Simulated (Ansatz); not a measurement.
Steps of a relaxation of C₄H₉F₃NNb, SMILES `CC(C)(C)[N]=[Nb]([F])([F])[F]` with RKS PBE-D4/def2-SVP.

```sh
$ ansatz run in.yaml --threads 4 --pin off --events-out ev --progress --plain --max-ram 41984MiB --backend cuda --devices 0, --max-vram 37GiB
```

```yaml
crystal:
  periodic: [false, false, false]
  atoms:
    - {symbol: C, position_ang: [-0.454000, -1.439600, -1.423300]}
    - {symbol: C, position_ang: [-0.127100, -0.437300, -0.298700]}
    - {symbol: C, position_ang: [1.244300, -0.780700, 0.213200]}
    - {symbol: C, position_ang: [-1.079400, -0.532900, 0.832000]}
    - {symbol: N, position_ang: [-0.120200, 0.905200, -0.839000]}
    - {symbol: Nb, position_ang: [0.297900, 2.437600, 0.264200]}
    - {symbol: F, position_ang: [2.173900, 2.296700, 0.978000]}
    - {symbol: F, position_ang: [-0.955400, 2.620100, 1.753800]}
    - {symbol: F, position_ang: [0.182600, 4.072800, -0.810300]}
    - {symbol: H, position_ang: [-0.513500, -2.445200, -1.052300]}
    - {symbol: H, position_ang: [0.218900, -1.316200, -2.247300]}
    - {symbol: H, position_ang: [-1.490800, -1.137800, -1.816200]}
    - {symbol: H, position_ang: [1.491200, -0.116700, 1.079400]}
    - {symbol: H, position_ang: [2.013200, -0.618400, -0.550200]}
    - {symbol: H, position_ang: [1.316700, -1.858000, 0.561800]}
    - {symbol: H, position_ang: [-1.222000, -1.558300, 1.213800]}
    - {symbol: H, position_ang: [-0.847200, 0.120600, 1.695100]}
    - {symbol: H, position_ang: [-2.166800, -0.200400, 0.497700]}
basis:
  gaussian: {orbitals: def2-SVP}
hamiltonian: {xc: pbe, dispersion: d4}
relax: {f_tol: 0.03, max_steps: 200}
```

Positions (Å) and forces (eV/Å) along the path, 8 of 10 steps:

```xyz
18
step=1 energy=-15466.6532 eV
C    -0.454   -1.440   -1.423   -2.602    1.821    0.039
C    -0.127   -0.437   -0.299    0.506   -1.060   -1.263
C     1.244   -0.781    0.213    1.100   -0.559    1.114
C    -1.079   -0.533    0.832   -3.651    0.399    0.392
N    -0.120    0.905   -0.839    1.167    4.253    3.116
Nb    0.298    2.438    0.264    0.291   -0.482   -1.705
F     2.174    2.297    0.978   -2.613    0.003   -0.918
F    -0.955    2.620    1.754    1.256   -0.437   -1.443
F     0.183    4.073   -0.810    0.081   -2.008    1.062
H    -0.513   -2.445   -1.052    0.109   -1.125    0.292
H     0.219   -1.316   -2.247    0.936   -0.081   -0.858
H    -1.491   -1.138   -1.816    0.911   -0.521    0.241
H     1.491   -0.117    1.079    0.171   -0.287   -0.110
H     2.013   -0.618   -0.550    0.301    0.022   -0.301
H     1.317   -1.858    0.562   -0.107    0.735   -0.193
H    -1.222   -1.558    1.214    0.225   -0.227    0.058
H    -0.847    0.121    1.695    0.232    0.027    0.034
H    -2.167   -0.200    0.498    1.688   -0.476    0.443
18
step=2 energy=-15467.9656 eV
C    -0.496   -1.341   -1.430   -0.579    0.772    0.043
C    -0.104   -0.418   -0.245   -0.034   -0.430   -0.872
C     1.288   -0.805    0.261    0.365   -0.254    0.454
C    -1.130   -0.573    0.859   -1.292    0.280    0.468
N    -0.060    0.989   -0.675    0.202    0.574    0.869
Nb    0.305    2.515    0.184   -0.202   -0.504   -0.115
F     2.027    2.285    0.896    0.151    0.013    0.058
F    -0.885    2.572    1.641   -0.008    0.015    0.020
F     0.157    4.005   -0.935   -0.089    0.195   -0.474
H    -0.543   -2.386   -1.095    0.107   -0.304    0.012
H     0.222   -1.220   -2.249    0.277   -0.125   -0.272
H    -1.507   -1.066   -1.832    0.345   -0.047    0.199
H     1.587   -0.196    1.147   -0.085   -0.123   -0.169
H     2.057   -0.648   -0.517    0.046    0.000   -0.121
H     1.324   -1.878    0.570   -0.061    0.213   -0.096
H    -1.233   -1.624    1.198    0.127   -0.039   -0.078
H    -0.887    0.040    1.753    0.062   -0.039   -0.043
H    -2.159   -0.240    0.521    0.669   -0.197    0.117
18
step=3 energy=-15468.1452 eV
C    -0.493   -1.279   -1.450    0.002    0.183    0.168
C    -0.103   -0.434   -0.211    0.028    0.040   -0.552
C     1.292   -0.864    0.283    0.098    0.016    0.067
C    -1.151   -0.613    0.896   -0.119   -0.075    0.203
N    -0.042    1.003   -0.559    0.125   -0.219    0.607
Nb    0.303    2.574    0.177   -0.206    0.066   -0.432
F     2.032    2.395    0.882    0.230    0.027    0.085
F    -0.880    2.678    1.634   -0.074    0.062    0.091
F     0.107    3.946   -1.112   -0.018   -0.174   -0.006
H    -0.536   -2.353   -1.169    0.026    0.063   -0.064
H     0.245   -1.150   -2.267   -0.003   -0.010    0.036
H    -1.488   -0.981   -1.832   -0.016    0.025   -0.009
H     1.601   -0.287    1.178   -0.030   -0.003   -0.021
H     2.056   -0.700   -0.504   -0.032   -0.011    0.002
H     1.299   -1.939    0.555   -0.034   -0.008   -0.027
H    -1.234   -1.680    1.191    0.027    0.021   -0.036
H    -0.897   -0.028    1.805    0.044   -0.019   -0.062
H    -2.148   -0.276    0.553   -0.048    0.016   -0.049
18
step=4 energy=-15468.2412 eV
C    -0.498   -1.220   -1.462    0.217   -0.072    0.085
C    -0.094   -0.462   -0.181   -0.093    0.431   -0.176
C     1.298   -0.913    0.307   -0.083   -0.057   -0.096
C    -1.160   -0.667    0.916    0.220   -0.100    0.019
N    -0.012    0.990   -0.435    0.080   -0.223    0.391
Nb    0.305    2.616    0.168   -0.118    0.013   -0.425
F     2.053    2.522    0.870   -0.026    0.066   -0.044
F    -0.876    2.810    1.626    0.022    0.066   -0.068
F     0.058    3.844   -1.269    0.043   -0.292    0.293
H    -0.548   -2.312   -1.249   -0.023    0.136   -0.035
H     0.251   -1.066   -2.266   -0.049    0.033    0.022
H    -1.487   -0.891   -1.832   -0.034    0.050    0.001
H     1.603   -0.353    1.213   -0.016   -0.011    0.011
H     2.059   -0.735   -0.480   -0.004   -0.015    0.028
H     1.289   -1.995    0.547    0.024   -0.036    0.010
H    -1.240   -1.742    1.178   -0.030    0.012   -0.001
H    -0.889   -0.102    1.831   -0.026   -0.024    0.005
H    -2.147   -0.312    0.568   -0.106    0.024   -0.021
18
step=6 energy=-15468.3756 eV
C    -0.484   -1.066   -1.461    0.109   -0.030   -0.054
C    -0.069   -0.474   -0.098   -0.143   -0.330    0.140
C     1.295   -1.044    0.358    0.005   -0.016   -0.109
C    -1.150   -0.792    0.960   -0.031    0.040    0.046
N     0.054    0.956   -0.187    0.097    0.446    0.173
Nb    0.296    2.672    0.118   -0.041    0.041   -0.242
F     2.082    2.857    0.717   -0.194   -0.034   -0.069
F    -0.920    3.144    1.488    0.120   -0.062   -0.144
F    -0.035    3.582   -1.515    0.052   -0.170    0.270
H    -0.577   -2.171   -1.383    0.013    0.096   -0.015
H     0.276   -0.834   -2.234   -0.015   -0.010    0.001
H    -1.458   -0.660   -1.803    0.046    0.025    0.072
H     1.600   -0.604    1.330   -0.046   -0.022   -0.051
H     2.076   -0.804   -0.391    0.020   -0.022    0.025
H     1.243   -2.148    0.471   -0.011    0.058   -0.014
H    -1.263   -1.888    1.097    0.026    0.045   -0.027
H    -0.875   -0.341    1.935   -0.024   -0.041   -0.012
H    -2.130   -0.374    0.652    0.019   -0.014    0.010
18
step=7 energy=-15468.4117 eV
C    -0.464   -0.981   -1.446    0.011    0.031    0.035
C    -0.062   -0.490   -0.040    0.016    0.033    0.016
C     1.293   -1.104    0.374   -0.030    0.007   -0.006
C    -1.156   -0.852    0.986    0.024    0.002   -0.018
N     0.082    0.951   -0.056    0.001    0.000    0.007
Nb    0.288    2.688    0.075    0.013    0.082    0.019
F     2.070    2.995    0.610    0.018   -0.047   -0.005
F    -0.921    3.289    1.391   -0.025   -0.040    0.007
F    -0.079    3.441   -1.614   -0.019   -0.048   -0.055
H    -0.576   -2.085   -1.446   -0.002    0.008   -0.014
H     0.307   -0.707   -2.193    0.010    0.005   -0.006
H    -1.426   -0.531   -1.759   -0.008    0.008    0.000
H     1.601   -0.732    1.371   -0.006   -0.006    0.005
H     2.082   -0.834   -0.355    0.002    0.001   -0.001
H     1.218   -2.209    0.419    0.008   -0.015    0.001
H    -1.279   -1.952    1.048   -0.011   -0.011    0.004
H    -0.889   -0.470    1.991    0.004   -0.011    0.007
H    -2.127   -0.406    0.693   -0.006   -0.001    0.003
18
step=9 energy=-15468.4199 eV
C    -0.453   -0.912   -1.433    0.004    0.001    0.007
C    -0.053   -0.487   -0.004   -0.004   -0.006   -0.011
C     1.291   -1.132    0.391   -0.001    0.003    0.002
C    -1.154   -0.883    1.001    0.002    0.002    0.004
N     0.099    0.950    0.022    0.002    0.025   -0.001
Nb    0.282    2.693    0.048   -0.005   -0.037   -0.004
F     2.073    3.035    0.533    0.000    0.001    0.001
F    -0.944    3.340    1.328    0.001    0.000    0.000
F    -0.115    3.300   -1.693    0.001   -0.003    0.005
H    -0.578   -2.012   -1.489    0.000    0.002   -0.001
H     0.326   -0.611   -2.161   -0.001    0.000   -0.002
H    -1.408   -0.435   -1.729    0.000    0.001   -0.002
H     1.593   -0.812    1.408    0.002    0.000   -0.001
H     2.090   -0.835   -0.317    0.002    0.001    0.001
H     1.208   -2.237    0.382    0.001    0.004   -0.001
H    -1.295   -1.983    1.007    0.000    0.004    0.000
H    -0.882   -0.560    2.025   -0.003    0.000    0.000
H    -2.118   -0.408    0.731   -0.001    0.002    0.001
18
step=10 energy=-15468.4200 eV
C    -0.453   -0.913   -1.433    0.000   -0.001    0.000
C    -0.054   -0.488   -0.005    0.000    0.001    0.000
C     1.292   -1.130    0.391    0.000    0.000    0.000
C    -1.154   -0.882    1.001    0.000    0.000    0.000
N     0.099    0.950    0.020    0.000   -0.002    0.000
Nb    0.282    2.692    0.049    0.000   -0.002    0.000
F     2.073    3.032    0.534    0.001    0.000    0.001
F    -0.943    3.337    1.330    0.000    0.000    0.001
F    -0.116    3.299   -1.692    0.000    0.000   -0.001
H    -0.578   -2.013   -1.488    0.000    0.000   -0.001
H     0.326   -0.612   -2.162   -0.001    0.000    0.000
H    -1.408   -0.436   -1.730    0.001    0.000    0.000
H     1.593   -0.810    1.408    0.000    0.000    0.000
H     2.090   -0.832   -0.317    0.000    0.000    0.000
H     1.210   -2.236    0.382    0.001    0.000    0.000
H    -1.297   -1.982    1.007   -0.001    0.000    0.000
H    -0.882   -0.559    2.025    0.000    0.000    0.000
H    -2.118   -0.406    0.732    0.001    0.000    0.000
```

Hardware: 4 threads of an AMD EPYC 7R13 on a shared host and a share of an NVIDIA H100 80 GB. Wall time 14 s, peak host memory 0.84 GiB.
